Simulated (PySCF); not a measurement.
methyltin tribromide (CH3Br3Sn), SMILES [CH3][Sn]([Br])([Br])[Br].

The structure is a stationary point at B3LYP-D3(BJ)/def2-SVP. The def2 effective core potentials stand for the cores of Sn; spin–orbit coupling is left out.

Method: PBE0/def2-TZVP (PySCF).

Symmetry labels are those of the subgroup Cs that the program uses (full group C3v).

Computed valence orbital energies around the gap with their symmetry:
```csv
orbital,symmetry,energy (eV)
HOMO−7,A",-10.32
HOMO−6,A',-10.15
HOMO−5,A",-8.90
HOMO−4,A',-8.90
HOMO−3,A",-8.62
HOMO−2,A',-8.62
HOMO−1,A',-8.58
HOMO,A",-8.49
LUMO,A',-2.73
LUMO+1,A',-0.42
LUMO+2,A",-0.42
LUMO+3,A',0.32
```
